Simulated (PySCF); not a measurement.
Isomers of C6H12S, one GFN2-xTB conformer each. Single-point energies are computed at PBE0/pcSseg-1 (PySCF, gas phase, no added dispersion term), electronic only.

```csv
SMILES,GFN2-xTB relative energy (kJ/mol)
CC(C)[C@H]1CCS1,66.9
SC1CCCCC1,0.0
```

Conformers: `[CH3:1][CH:2]([CH3:3])[C@H:4]1[CH2:5][CH2:6][S:7]1` with C1–C2–C4–C5 -169°, C2–C4–C5–C6 132°, C4–C5–C6–S7 -13°, C5–C6–S7–C4 11°, C2–C4–S7–C6 -132°; `[SH:1][CH:2]1[CH2:3][CH2:4][CH2:5][CH2:6][CH2:7]1` with H–S1–C2–C3 178°, S1–C2–C3–C4 180°, C2–C3–C4–C5 -58°, C3–C4–C5–C6 57°, C4–C5–C6–C7 -57°.

What does PBE0/pcSseg-1 give for the same structures?

```csv
SMILES,PBE0/pcSseg-1 E (Eh),PBE0/pcSseg-1 (kJ/mol),GFN2-xTB (kJ/mol),point group
SC1CCCCC1,-633.59084,0.0,0.0,–
CC(C)[C@H]1CCS1,-633.56275,73.8,66.9,C1
```

Both levels put the same isomer lowest. As drawn, the lower has an S–H bond, which the higher lacks; the higher has a four-membered ring, which the lower lacks.

Which frontier levels, dipoles and rotational constants go with these structures?

```json
{"SMILES": "SC1CCCCC1", "HOMO (eV, PBE0/pcSseg-1)": "-6.66", "LUMO (eV)": "0.66", "dipole (D)": "1.96", "A, B, C (MHz)": "4285, 1416, 1143"}
{"SMILES": "CC(C)[C@H]1CCS1", "HOMO (eV, PBE0/pcSseg-1)": "-6.22", "LUMO (eV)": "0.28", "dipole (D)": "1.98", "A, B, C (MHz)": "3704, 1599, 1190"}
```
